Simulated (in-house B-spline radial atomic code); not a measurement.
A calculation on La IX (La8+) (an excited or competing configuration): its settings, and results tabulated from the run. Level of theory: Dirac-Hartree-Fock, average of configuration, Fermi nucleus of rms radius 4.855 fm; calculated with an all-electron radial atomic-structure program (B-spline basis).

Command:
```bash
python run_scf.py task.json out
```
Settings (nuclear radius in fm, mass in u):
```
Z                57
configuration    [Kr] 4d10 5s1 5p1 5f1
hamiltonian      dirac
method           hf
spin_polarised   False
nucleus          fermi
rms_radius       4.855
atomic_mass      138.90636
speed_of_light   137.035999084
```

Output (hartree, bohr):
```
 radial grid: 66 intervals, B-splines of order 8, outer radius 16.6667 bohr

 iter        energy (Eh)    residual
    1       -8441.700542    1.56e+00
    2       -8469.709414    7.13e-01
    3       -8475.109000    2.19e-01
    4       -8475.620288    6.86e-02
    5       -8475.668263    2.32e-02
    6       -8475.675695    1.29e-03
    7       -8475.675716    6.06e-05
    8       -8475.675716    9.42e-06
    9       -8475.675716    3.69e-07

 total energy                     -8475.67572
 kinetic                            9070.1862
 electron-nucleus                 -20422.9364
 electron-electron                  2877.0745

 first-order corrections (not in the total)
   Gaunt                             7.7624
   retardation                      -0.8070
   frequency dependence             -0.0859
   self-energy                       5.3289
   Uehling                          -0.7737
   Wichmann-Kroll                    0.0201
   recoil                            0.0222

 orbital      occ     eigenvalue          <r>       <r^2>       <1/r>       <r^4>     <1/r^3>       r_max    small
 1s1/2      2.000     -1443.1227    0.0250629 0.000853459      62.013 1.91959e-06           -     0.01608  4.44e-02
 2s1/2      2.000      -237.1274     0.106851   0.0135328     14.6113  0.00031722           -     0.09098  9.65e-03
 2p1/2      2.000      -223.2899    0.0899978  0.00998163     14.5531 0.000201836           -     0.06958  9.64e-03
 2p3/2      4.000      -208.0530    0.0960527   0.0112403      13.242  0.00024931     6665.84      0.0747  9.08e-03
 3s1/2      2.000       -55.6082     0.283488   0.0919564     5.28062   0.0128318           -      0.2598  2.96e-03
 3p1/2      2.000       -49.7411     0.273784   0.0870957     5.18199   0.0120574           -       0.247  2.89e-03
 3p3/2      4.000       -46.6973     0.285494     0.09451     4.85955    0.014132     1346.22       0.258  2.74e-03
 3d3/2      4.000       -36.5587     0.256761   0.0777496     4.71043    0.010886     218.568      0.2081  2.60e-03
 3d5/2      6.000       -35.9166     0.260458   0.0798638     4.62795    0.011435     199.737      0.2112  2.56e-03
 4s1/2      2.000       -15.1067     0.652705    0.479648     2.15996    0.332213           -      0.6075  8.81e-04
 4p1/2      2.000       -12.8561     0.672696    0.513071     2.05799    0.389407           -      0.6186  8.19e-04
 4p3/2      4.000       -12.1985      0.69692    0.550349     1.96106    0.447222      280.32      0.6413  7.78e-04
 4d3/2      4.000        -8.4309     0.749355    0.646386      1.7543    0.657549     38.1749      0.6645  6.45e-04
 4d5/2      6.000        -8.3145     0.758286    0.661577     1.72868    0.688031     34.6017      0.6724  6.33e-04
 5s1/2      1.000        -5.1843      1.41803     2.23415    0.941159     6.88752           -       1.343  2.48e-04
 5p1/2      0.333        -4.5023      1.52078     2.57402    0.869643     9.20238           -       1.434  2.18e-04
 5p3/2      0.667        -4.3686      1.56528     2.72448      0.8385     10.2743     58.1936       1.479  2.08e-04
 5f5/2      0.429        -2.1616      2.45289     6.85396    0.548767     67.4995     1.08569       2.384  1.10e-04
 5f7/2      0.571        -2.1586      2.45727     6.87881    0.547688     67.9777     1.07063        2.39  1.09e-04

 Slater integrals (Eh)
   F0(5s1/2,5s1/2)               0.632737
   F0(5s1/2,5p1/2)               0.609877
   G1(5s1/2,5p1/2)               0.423401
   F0(5s1/2,5p3/2)               0.599924
   G1(5s1/2,5p3/2)               0.407838
   F0(5s1/2,5f5/2)               0.437156
   G3(5s1/2,5f5/2)               0.056728
   F0(5s1/2,5f7/2)               0.436538
   G3(5s1/2,5f7/2)               0.055904
   F0(5p1/2,5p1/2)               0.590058
   F0(5p1/2,5p3/2)               0.581389
   G2(5p1/2,5p3/2)               0.318159
   F0(5p1/2,5f5/2)               0.430391
   G2(5p1/2,5f5/2)               0.088424
   F0(5p1/2,5f7/2)               0.429787
   G4(5p1/2,5f7/2)               0.063345
   F0(5p3/2,5p3/2)               0.573279
   F2(5p3/2,5p3/2)               0.315502
   F0(5p3/2,5f5/2)               0.427506
   F2(5p3/2,5f5/2)               0.173693
   G2(5p3/2,5f5/2)               0.098503
   G4(5p3/2,5f5/2)               0.070674
   F0(5p3/2,5f7/2)               0.426909
   F2(5p3/2,5f7/2)               0.173023
   (list cut)
```

Cost of the run: 1.4 s on 1 thread of Arm Neoverse V1, with other jobs on the host.

For the Dirac Hamiltonian the kinetic term is c α·p + (β - 1)c².
